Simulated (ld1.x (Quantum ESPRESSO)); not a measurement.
## Configuration tests for mercury (TM)

```
Element                 : mercury
Generator               : ld1.x (Quantum ESPRESSO) 7.5
Type                    : norm-conserving Troullier–Martins (Kleinman–Bylander form)
Functional              : revPBE
Relativity              : fully relativistic
Frozen core             : [Xe]
Valence charge          : 26
Reference configuration : 4f14 5d10 6s2 6p0
Partial waves           : 6s (bound): rc 2.40 bohr; 6p (bound, empty): rc 2.50 bohr; 5d (bound): rc 2.25 bohr; 4f (bound): rc 0.50 bohr
Local potential         : the f channel
Core correction         : none
```

Open shells are filled in proportion to 2j + 1 (rel_dist='average').

Energies are relative to the spin-unpolarised reference configuration 4f14 5d10 6s2 6p0; without spin polarisation the order of configurations can differ from experiment. Not all tests gave a result: 3 of 7 tests not solved or not reliable. Left out of the table: 4f13 5d10 6s2 6p0 (solver errors, printed error -8751 eV); 4f14 5d10 6s0 6p2 (solver errors, printed error -10.4 eV); 4f14 5d10 6s0 6p1 (pseudo-atom not self-consistent, printed error +57.9 eV). The f channel is local and has no spin–orbit splitting in the pseudo-atom. The frozen-core shift is the all-electron ΔE with the core orbitals held at their reference shape minus the fully relaxed ΔE.

```json
{"valence configuration": "4f14 5d10 6s1 6p0", "charge": "+1", "ΔE all-electron (eV)": "10.589", "error AE − PS (meV)": "+1.0", "frozen-core shift (meV)": "+1.2"}
{"valence configuration": "4f14 5d10 6s0 6p0", "charge": "+2", "ΔE all-electron (eV)": "29.426", "error AE − PS (meV)": "+13", "frozen-core shift (meV)": "+6.4"}
{"valence configuration": "4f14 5d9 6s0 6p0", "charge": "+3", "ΔE all-electron (eV)": "64.877", "error AE − PS (meV)": "+49", "frozen-core shift (meV)": "+76"}
{"valence configuration": "4f14 5d9 6s2 6p0", "charge": "+1", "ΔE all-electron (eV)": "15.483", "error AE − PS (meV)": "-16", "frozen-core shift (meV)": "+31"}
```

Levels in the configuration 4f14 5d10 6s1 6p0:

```
   level  all-electron (eV)  pseudo (eV)
4f j=5/2           -106.866     -104.194
4f j=7/2           -102.674     -104.194
5d j=3/2            -19.919      -19.896
5d j=5/2            -18.046      -18.025
6s j=1/2            -14.589      -14.585
```

ld1.x printed “convergence not achieved” for 1 of the counted tests; its residual had stalled under 1e-8, short of the target of 1e-14.

A Bessel basis up to 400 Ry misses an occupied level by 3.28 Ry, so cutoffs were not judged. Note: ghost states, extra bound levels that the all-electron valence spectrum of the same l lacks: s at -3756.5 eV, s at -989.2 eV, d5/2 at -794.9 eV, d3/2 at -775.4 eV, s at -79.8 eV (other channels not judged). The potential misses its own reference levels by up to 2.4 eV, so it is not fit for use.
